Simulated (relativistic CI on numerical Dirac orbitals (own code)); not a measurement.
# What each ingredient does to the levels of Pm60+

Base calculation: Dirac-Coulomb-Breit CI, separate exchange-only KLI orbitals for each configuration, model QED.

Configuration list: 1s, 2s, 2p, 3s, 3p, 3d, 4s, 4p, 4d, 4f, 5s, 5p, 5d, 5f, 5g, 6s, 6p, 6d. Levels of other configurations are missing.

Variants: (1) QED terms removed; (2) non-relativistic limit. Shifts of the energy above 1s 2S_1/2, in eV, for the lowest level and the first level of each name with at least 55 % of one term (blank where a level changes its place among those of its configuration and J or its character, or is not in the variant):

| Level | Base | Δ(1) | Δ(2) |
| --- | --- | --- | --- |
| 1s 2S_1/2 | 0.0 | 0.0 | 0.0 |
| 2p 2P°_1/2 | 39813.2 | +64.7 | -1845.4 |
| 2s 2S_1/2 | 39824.4 | +54.4 | -1856.4 |
| 2p 2P°_3/2 | 40530.6 | +63.7 | -2562.9 |
| 3p 2P°_1/2 | 47412.8 | +65.2 | -2413.6 |
| 3s 2S_1/2 | 47416.2 | +62.1 | -2416.9 |
| 3d 2D_3/2 | 47625.7 | +65.4 | -2626.5 |
| 3p 2P°_3/2 | 47626.2 | +64.9 | -2627.0 |
| 3d 2D_5/2 | 47690.0 | +65.2 | -2690.7 |
| 4p 2P°_1/2 | 50042.5 | +65.3 | -2582.2 |
| 4s 2S_1/2 | 50043.9 | +64.0 | -2583.6 |
| 4d 2D_3/2 | 50131.9 | +65.4 | -2671.6 |
| 4p 2P°_3/2 | 50132.1 | +65.2 | -2671.8 |
| 4f 2F°_5/2 | 50159.0 | +65.4 | -2698.8 |
